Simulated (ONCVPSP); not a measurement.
What one change does to a pseudopotential (Se (Z = 34), ONCV)

```
Element                 : selenium
Generator               : ONCVPSP 4.0.1
Type                    : optimised norm-conserving Vanderbilt (ONCV)
Functional              : LDA (Perdew-Zunger)
Relativity              : scalar-relativistic
Frozen core             : [Ar] 3d10
Valence charge          : 6
Reference configuration : 4s2 4p4
Partial waves           : 4s: rc 1.25 bohr, ncon 5, nbas 8, qcut 4.3 1/bohr, 2 projectors, debl 3 Ha; 4p: rc 1.70 bohr, ncon 4, nbas 7, qcut 5.7 1/bohr, 2 projectors, debl 2.4 Ha
Local potential         : polynomial inside 0.85 bohr (lpopt 1, dvloc0 0 Ha)
Core correction         : polynomial model core, fcfact 0.5
```

Change: local potential polynomial inside 1.00 bohr (lpopt 5, dvloc0 0 Ha).

Cutoffs: the cutoffs (Ha) at which the residual kinetic energy of the hardest occupied pseudo-wave falls to 1 and 0.1 mHa per electron; they do not see the model core or the augmentation charge, which bear on the density cutoff. Errors are all-electron minus pseudo energies relative to the spin-unpolarised reference configuration.

Q: What does the change do?

A: The potential gets neither clearly harder nor softer (100 Ha and 114 Ha → 100 Ha and 114 Ha); both files keep a bound ghost (s); the lowest positive-energy flag moves from s at 5.3 eV to s at 74.9 eV; the errors of the 4 common tests hardly move; the range in which the s phases agree widens (upper end 0.1 → at the end of the scan).

```csv
quantity,base,changed
"cutoff, loose",100 Ha,100 Ha
"cutoff, tight",114 Ha,114 Ha
bound ghosts,s,s
GHOST(+) flags under 300 eV,"s at 5.3 eV, p at 170.4 eV","s at 74.9 eV, p at 175.5 eV"
"error for 4s2 4p3, meV [ΔE 11.01 eV]",-3.1,-3.3
"error for 4s2 4p2, meV [ΔE 31.57 eV]",-15,-17
"error for 4s2 4p1, meV [ΔE 62.72 eV]",-49,-54
"error for 4s1 4p4, meV [ΔE 22.59 eV]",-18,-18
s: phases at 1.27 bohr within 0.05 rad from the reference energy up to (Ha; the scan ends near 5),0.1,to the end of the scan
p: phases at 1.72 bohr within 0.05 rad from the reference energy up to (Ha; the scan ends near 5),4.5,4.5
"rms error of d²Exc/dni dnj with the model core, mHa",0.30,0.31
```

 A true bound ghost makes a file unfit for plane-wave use even where its test errors are small: the radial tests pick states by their node count and pass the ghost by.
